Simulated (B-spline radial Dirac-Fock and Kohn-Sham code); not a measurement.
Satellites and hypersatellites of the K lines of Ge⁷⁺

System: Ge⁷⁺ in the configuration 1s2 2s2 2p6 3s2 3p6 3d7.

The run's input, task.json:

```json
{"items": [{
  "Z": 32,
  "q": 7,
  "cfg": [[1, 0, 2], [2, 0, 2], [2, 1, 6], [3, 0, 2], [3, 1, 6], [3, 2, 7]],
  "A": 74,
  "rrms": 4.0742,
  "do": ["binding", "quiet", "double"]
}]}
```

Run with: `python xray_run.py task.json out`

These are calculated numbers from a B-spline atomic structure program; the model is Dirac-Fock (average of configuration) total-energy differences with a finite nucleus, the Breit interaction including its frequency dependence, and self-energy and vacuum-polarisation corrections. Each two-hole energy is an average over J within one jj subconfiguration, not an observable level; in light atoms, where LS coupling holds, the j-resolved values are not observed lines, and for a K spectator the Kα1 hypersatellite is nearly forbidden. The model has no electron correlation.

Lines without a spectator: Kα2 (K-L2) 9853.3 eV, Kα1 (K-L3) 9884.6 eV, Kβ3 (K-M2) 10992.4 eV, Kβ1 (K-M3) 10997.1 eV. Shifts in eV with one spectator hole (a dash: not computed, or left out as unreliable):

```
spectator hole     Kα2     Kα1     Kβ3     Kβ1
        K (1s)  +342.8  +346.9  +432.3  +433.1
    L2 (2p1/2)   +33.8   +41.5       –   +93.7
    L3 (2p3/2)   +37.3   +36.1   +89.2       –
    M2 (3p1/2)       –   +3.87  +10.05  +12.29
    M3 (3p3/2)   +3.42       –  +11.51  +10.99
```

With n spectator holes in 2p, averaged over the 2p shell (energies in eV):

```
n     KαLⁿ   step  hypersatellite KαʰLⁿ
0   9874.2      –               10219.7
1   9911.9  +37.7               10258.7
2   9950.8  +38.9               10298.9
3   9990.9  +40.1               10340.3
4  10032.2  +41.3               10382.9
5  10074.7  +42.5               10426.7
```

Run: 28 s of CPU time on 1 thread of Neoverse-N1 (shared host), peak memory 0.37 GiB.
